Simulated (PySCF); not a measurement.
**Simulated absorption spectrum**

GeH2Me(OtBu), C₅H₁₄GeO.
Bonds: Ge1–C4, Ge1–O8, O8–C9, C9–C10, C9–C11, C9–C12. Hydrogens: H2, H3 on Ge1; H5, H6, H7 on C4; H13, H14, H15 on C10; H16, H17, H18 on C11; H19, H20, H21 on C12.

Computed, not measured: TDDFT B3LYP/def2-SVPD, vertical, gas phase, core orbitals frozen in the response (PySCF). Geometry: PBE0-D3(BJ)/def2-SVP, one conformer, isolated molecule. The B3LYP/def2-SVPD calculation is non-relativistic and has no spin–orbit coupling, an omission that weighs most on germanium.

Computed states:

| state | E (eV) | f |
| --- | --- | --- |
| S1 | 6.55 | 0.012 |
| S2 | 6.72 | 0.0000 |
| S3 | 7.00 | 0.0015 |
| S4 | 7.22 | 0.102 |
| S5 | 7.30 | 0.012 |
| S6 | 7.58 | 0.037 |
| S7 | 7.59 | 0.024 |
| S8 | 7.94 | 0.021 |
| S9 | 8.08 | 0.021 |
| S10 | 8.11 | 0.0038 |
| S11 | 8.19 | 0.0026 |
| S12 | 8.20 | 0.0002 |
| S13 | 8.32 | 0.0013 |
| S14 | 8.39 | 0.025 |
| S15 | 8.40 | 0.025 |

Broadening: Gaussians 0.3 eV wide at half height, area fixed by f = 4.319×10⁻⁹ ∫ε dν̃. The cross-section is σ = 3.8235×10⁻²¹ ε cm², given in Mb (10⁻¹⁸ cm²). The width is an assumption, not a result. The curve ends short of the highest state used, and states not computed would add to its high-energy end.

Q: Give the broadened spectrum and its maxima.

A: 
```tsv
E (eV)	σ (Mb)
6.10	0.01
6.14	0.02
6.18	0.06
6.22	0.15
6.26	0.32
6.30	0.61
6.34	1.08
6.38	1.73
6.42	2.50
6.46	3.28
6.50	3.90
6.54	4.20
6.57	4.16
6.61	3.78
6.65	3.11
6.69	2.34
6.73	1.63
6.77	1.13
6.81	0.92
6.85	1.10
6.89	1.83
6.93	3.39
6.97	6.13
7.01	10.37
7.05	16.17
7.09	23.07
7.13	30.04
7.17	35.68
7.21	38.67
7.25	38.38
7.29	35.16
7.33	30.31
7.37	25.47
7.41	22.04
7.45	20.60
7.48	20.66
7.52	21.50
7.56	22.13
7.60	21.65
7.64	19.76
7.68	16.83
7.72	13.66
7.76	11.09
7.80	9.65
```

Maxima: 189 nm (6.55 eV), ε about 1100, made up of S1 (100%); 172 nm (7.23 eV), ε about 10000, made up of S4 (90%); 164 nm (7.57 eV), ε about 5800, made up of S6 (58%) and S7 (36%) (ε in L mol⁻¹ cm⁻¹; maxima over ε = 5, shares over 10%).

Q: Coming from long wavelengths, where does ε first pass 100 L mol⁻¹ cm⁻¹?

A: At about 198 nm (6.27 eV), 0.28 eV below S1.

Q: What would ε be at 7.23 eV, the highest of these maxima, with half the width (0.15 eV)?

A: About 19100 L mol⁻¹ cm⁻¹ against 10200, a factor of about 1.9; a lone state at its own centre would give exactly 2.

Q: On this curve, what absorbance would a 10⁻⁴ mol/L sample give at 193 nm over a 1 cm path?

A: 193 nm is 6.424 eV, where ε is about 680 L mol⁻¹ cm⁻¹, so A = ε c l ≈ 0.068 (Beer–Lambert, with the gas-phase spectrum and the assumed width).

Hardware: an Intel Xeon 6975P-C with 2 threads, no GPU (shared host). Cost: 50 s wall, 1.9 min CPU (with the writing of density and orbital grids), 1.7 GiB resident at most.
